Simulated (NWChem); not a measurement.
Polarisability of ClIn

```xyz
2

In     0.0000     0.0000    -0.6307
Cl     0.0000     0.0000     1.8179
```
Charge 0, spin multiplicity 1.

All runs are NWChem calculations. The geometry was optimised at PBE/def2-SVP with def2 effective core potentials on In, a minimum by its harmonic frequencies.

Basis set: def2-SVPD. The field's frequency is 0.0428 Ha (1065 nm).

Effective core potentials replace the inner electrons of In; spin-orbit coupling is left out. The correlated methods keep 9 core orbitals frozen. B3LYP has NWChem's definition, with VWN1-RPA local correlation. The structure started from a generated list of species. No row is a measurement; the coupled-cluster row has its own basis-set and correlation limits.

```
method                isotropic polarisability (bohr³)
--------------------  --------------------------------
B3LYP                                              ___
PBE0                                               ___
PBE                                                ___
HF                                               60.75
CCSD linear response                               ___
```

### Question
Some entries are withheld; supply them.

### Answer

- B3LYP, isotropic polarisability (bohr³): 58.60
- PBE0, isotropic polarisability (bohr³): 58.68
- PBE, isotropic polarisability (bohr³): 59.79
- CCSD linear response, isotropic polarisability (bohr³): 61.68
